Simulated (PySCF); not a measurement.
Property card for `COc1cccs1`

Species: C5H6OS.
Atom-mapped SMILES: `[CH3:1][O:2][c:3]1[cH:4][cH:5][cH:6][s:7]1` (hydrogens: H8, H9, H10 on C1; H11 on C4; H12 on C5; H13 on C6)

Structural features include: aromatic ring with sulfur and ether.

From PBE0-D3(BJ)/def2-SVP geometry optimisation, gas phase (PySCF):

- Point group: Cs
- Rotational constants A, B, C: 4.842, 1.812, 1.330 GHz

**PBE0/pcSseg-1 ground state and GIAO shieldings, non-relativistic (PySCF)**

- Dipole moment: 1.92 D
- HOMO energy: -6.10 eV
- LUMO energy: -0.01 eV
- HOMO–LUMO gap: 6.09 eV
- Lowest Hirshfeld atomic charge: -0.11 e on O2/C4
- Highest Hirshfeld atomic charge: +0.08 e on S7
- 13C chemical shifts (computed TMS as zero) by class: 175.2 (C3), 129.2 (C5), 117.6 (C6), 101.6 (C4), 57.2 (C1) ppm
- 1H chemical shifts (computed TMS as zero) by class: 6.68 (H12), 6.31 (H13), 5.86 (H11), 3.70 (H8/H9/H10) ppm
- Isotropic shieldings of nuclei other than C and H, by class: 234 (O2), 312 (S7) ppm
- Mayer bond orders between heavy atoms: C1–O2 0.90, O2–C3 1.05, C3–C4 1.51, C4–C5 1.23, C5–C6 1.61, C6–S7 1.12, S7–C3 1.15

Monoisotopic mass (most abundant isotopes): 114.0139 u.

The rotational constants make it an asymmetric top with κ = (2B − A − C)/(A − C) = -0.73, nearer the prolate limit (−1). With B = h/(8π²I), that is 505.379 GHz u Å² over I, the principal moments of inertia are 104.4, 278.9 and 380.0 u Å² (most abundant isotopes); the inertial defect Ic − Ia − Ib is -3.3 u Å² (zero for a rigid planar frame, negative otherwise). The dipole matches unit charges of opposite sign 0.40 Å apart (1 e·Å = 4.8032 D).

One conformer (not necessarily the lowest) at the PBE0-D3(BJ)/def2-SVP geometry, without solvent or vibrations. NMR classes are plain means over equivalent atoms (diastereotopic ones count apart unless rotation or inversion swaps them), as if these changed places fast; in this geometry the members of some classes differ.

Shape of the structure used: `[CH3:1][O:2][c:3]1[cH:4][cH:5][cH:6][s:7]1`: C1–O2–C3–C4 2°.
